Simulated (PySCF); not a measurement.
## Electronic structure of Au (gold, neutral) at the UHF level

Configuration: [Xe] 4f14 5d9 6s2, 2D determinant (an excited configuration). Calculation: PySCF 2.14, in aug-cc-pVTZ-PP with ECP60MDF; scalar relativity through the core potential.

```json
{
  "Total energy": "-134.718710 hartree",
  "One-electron energy": "-237.1635 hartree",
  "Hartree (Coulomb) energy": "114.2333 hartree",
  "Exchange energy": "-11.7886 hartree",
  "⟨S²⟩": "0.7538",
  "⟨L²⟩": "6.027",
  "Sum of ⟨r⟩": "28.34 bohr",
  "Sum of ⟨r²⟩": "55.12 bohr²",
  "Traceless quadrupole moment −½Σ⟨3z² − r²⟩ along its main axis": "-0.613 e·bohr²"
}
```

```tsv
shell	electrons	mean orbital energy (eV)	spread (eV)	rms radius, mean of both spins (bohr)
5s α	1	-131.15	0	1.01
5s β	1	-129.49	0	1.01
5p α	3	-78.369	1.561	1.16
5p β	3	-76.115	1.139	1.16
5d α	5	-15.688	1.855	1.68
5d β	4	-14.604	1.346	1.68
6s α	1	-8.880	0	3.14
6s β	1	-8.396	0	3.14
```

Energies and moments cover only the electrons outside the core potential. Spin-orbit coupling, absent here, splits the open shell strongly.
